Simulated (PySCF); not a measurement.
**How methods differ on the interval between two levels of Ga³⁺**

Ga³⁺ [Ar] 3d10 → Ga³⁺ [Ar] 3d9 4s1 [3D3, M_J = 3], as a difference of total energies. All numbers are calculated (PySCF 2.14, the two-component X2C-1e Hamiltonian, in x2c-TZVPall-2c (6s7p4d1f, 54 functions)). Correlated levels: [Ne] frozen. "Screened" scales the spin-orbit matrix elements by Boettger's factors to mimic the two-electron term; Breit and QED terms are absent.

```
                    method  interval between two levels (cm⁻¹)
           GHF (spin-free)                              140720
          GMP2 (spin-free)                              154230
 GHF (screened spin-orbit)                              139210
GMP2 (screened spin-orbit)                              152730
```

The labels give the starting determinants; with spin-orbit coupling the two ends relaxed to ⟨J²⟩ = 0.00, ⟨L²⟩ = 0.00, ⟨S²⟩ = 0.00 and ⟨J²⟩ = 12.00, ⟨L²⟩ = 6.00, ⟨S²⟩ = 2.00.
